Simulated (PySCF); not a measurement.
C9H7 (doublet state).
Cartesian coordinates in Å at the GFN2-xTB level; atoms count from 1:
```xyz
16
C9H7 angstrom
C      4.196   -1.509   -1.362
C      3.169   -1.040   -0.925
C      2.026   -0.528   -0.441
C      0.979   -0.061   -0.002
C     -0.190    0.432    0.496
C     -0.308    1.791    0.754
C     -0.425    2.970    0.995
C     -1.374   -0.468    0.711
C     -2.252   -0.514   -0.545
H      5.086   -1.913   -1.742
H     -0.520    3.994    1.195
H     -1.964   -0.093    1.551
H     -1.027   -1.477    0.945
H     -2.605    0.484   -0.796
H     -3.113   -1.157   -0.378
H     -1.685   -0.903   -1.389
```

The hyperfine couplings belong to this conformer and change with its torsions.

The species is `C#CC#C[C](C#C)CC` [radical].

Method: PySCF 2.14.0, UKS B3LYP, pcH-1 on C H, non-relativistic, mean-field spin-orbit, GIAO. One conformer (not necessarily the lowest) at the GFN2-xTB geometry, without solvent, vibrations or thermal averaging. The geometry wasn't refined by DFT: couplings that depend on bond lengths, twists or pyramidal angles can differ widely from those at the functional's own minimum. The SCF solution wasn't tested for stability. ⟨S²⟩ is 0.782 where a pure state has 0.75.

Problem. The isotropic 1H couplings, averaged over equivalent nuclei, are -27.1, -22.2, +17.6, +1.2 MHz. Assign them to H10; H11; H12/H13; H14/H15/H16.

Solution. 
| site | a_iso (MHz) | ρ(0) (bohr⁻³) | position | distance from C5 (Å) | bound to | spin population there | largest \|T\| (MHz) |
| --- | --- | --- | --- | --- | --- | --- | --- |
| H10 | -22.2 | -0.0050 | 3 bonds from C3, on C1 of spin population +0.29 | 6.19 | C1 | +0.29 | 11.3 |
| H11 | -27.1 | -0.0061 | 1 bond from C7 | 3.65 | C7 | +0.36 | 13.9 |
| H12/H13 | +17.6 | +0.0039 | 2 bonds from C5 | 2.13 | C8 | -0.04 | 4.3 |
| H14/H15/H16 | +1.2 | +0.0003 | 3 bonds from C5 | 2.98 | C9 | +0.02 | 3.3 |

ρ(0) is the spin density at the nucleus and T the dipolar tensor; entries for several nuclei are means. The largest Mulliken spin populations are on C5 (+0.55), C3 (+0.38), C7 (+0.36) and C1 (+0.29). Four atoms exceed +0.15. The positive populations add up to 1.63 and the negative ones to -0.63, together 2S = 1. The angles at C5 add up to 359.9°, so it is planar. Main spin sites, with 60 % or more of the largest population: C3, C5, C7; positions count bonds from the nearest.

The spin density at the nucleus, in bohr⁻³, is negative for C4 (-0.0495), C6 (-0.0446) and C2 (-0.0340), for instance. A restricted open-shell determinant has no negative spin density anywhere; here it arises because α and β orbitals differ (spin polarisation).

Means are taken over nuclei equivalent by connectivity, which assumes that they swap fast. The three 1H nuclei of mean +1.2 MHz run from -2.3 to 8.3 MHz in the frozen geometry.

The SMILES `C#CC#C[C](C#C)CC` draws the unpaired electron on C5, whose computed spin population is only +0.55.
